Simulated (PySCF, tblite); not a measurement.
A set of runs on `FC[C@H]1[CH2][GeH2][Se]1`; the geometry of each is named by its level. Settings lines and outputs come from a driver script.

C₃H₇FGeSe.
Numbering: `[F:1][CH2:2][C@H:3]1[CH2:4][GeH2:5][Se:6]1` (hydrogens: H7, H8 on C2; H9 on C3; H10, H11 on C4; H12, H13 on Ge5)

Step 1: GFN2-xTB geometry optimisation, gas phase (tblite 0.8.0) (from a force-field or distance-geometry start)
```json
{"job": {"kind": "relax", "xc": "GFN2-xTB", "basis": "xTB"}, "charge": 0, "multiplicity": 1}
```
```
step      E/eV     max force
  0    -538.98072    2.271
  1    -539.11360    0.902
  2    -539.18543    0.990
...
 49    -539.45855    0.023
 50    -539.45859    0.015
 51    -539.45861    0.015
 52    -539.45864    0.011
 53    -539.45865    0.007
```

Energy lowered by 11.0 kcal/mol over 53 steps; largest atomic force 0.007 eV/Å at the end. «max force» is the largest atomic force in eV/Å.

On one thread, Arm Neoverse N1 (aarch64), no GPU, shared host with 64 logical CPUs at a one-minute load of 61, this took 0.54 s.

Step 2: GFN2-xTB harmonic vibrations, gas phase (tblite 0.8.0) (on the GFN2-xTB geometry)
```json
{"job": {"kind": "ir", "xc": "GFN2-xTB", "basis": "xTB"}, "charge": 0, "multiplicity": 1}
```
```
(table of modes left out)
```

33 modes from 50 to 2981 cm⁻¹ (unscaled, harmonic); zero-point energy 54.9 kcal/mol; all wavenumbers are real at this level.

On an Arm Neoverse N1 with one thread (shared host), this took 0.65 s.

Step 3: TDDFT wB97X-D/def2-SVPD, vertical, gas phase, core orbitals frozen in the response (PySCF 2.14.0, density-fitted response routines) (on the GFN2-xTB geometry)
```json
{"job": {"kind": "uv", "xc": "wB97X-D", "basis": "def2-SVPD", "nstates": 8, "ntriplets": 3}, "charge": 0, "multiplicity": 1}
```
```
...
Static polarisability (au): isotropic 92.026, principal 78.885 94.223 102.971
Singlet excitations
state   eV       nm        f      main configurations
  1   4.3762    283.3   0.00178   H->L 0.84, H->L+1 0.08
  2   5.0873    243.7   0.01227   H->L+1 0.86, H->L 0.09
  3   6.0162    206.1   0.02420   H-1->L 0.77, H-1->L+1 0.14
  4   6.4583    192.0   0.03471   H->L+2 0.87
  5   6.5476    189.4   0.05391   H-1->L+1 0.71, H-1->L 0.13, H-2->L 0.10
  6   6.8858    180.1   0.01297   H->L+3 0.77
  7   7.0327    176.3   0.01998   H->L+4 0.34, H-2->L 0.24, H->L+3 0.14
  8   7.0426    176.0   0.07612   H-2->L+1 0.69, H->L+4 0.19
Triplet excitations (Tamm-Dancoff, eV): 3.9861 4.7167 5.2944
```

HOMO -8.47 eV, LUMO 0.81 eV; lowest singlet 4.38 eV; lowest triplet 3.99 eV (Tamm–Dancoff); mean polarisability 92.0 au.

On Arm Neoverse N1, one thread, shared host, this took 99 s and 0.95 GiB of memory at its peak.

Geometry of the electronic-property runs (GFN2-xTB):
```
atom  x, y, z in Å
F1     2.088   -0.212    1.490
C2     1.592    0.439    0.386
C3     0.663   -0.476   -0.384
C4    -0.619   -0.791    0.398
Ge5   -1.817    0.505   -0.512
Se6    0.011    0.518   -1.998
H7     1.058    1.325    0.752
H8     2.451    0.743   -0.222
H9     1.210   -1.368   -0.696
H10   -0.950   -1.812    0.202
H11   -0.466   -0.695    1.473
H12   -3.127   -0.010   -1.072
H13   -2.099    1.835    0.166
```

 (This holds for the electronic-property runs.)

One conformer stands for the species.

wB97X-D is run here without its empirical dispersion term; that term would change no orbital, density or response property at a fixed geometry.
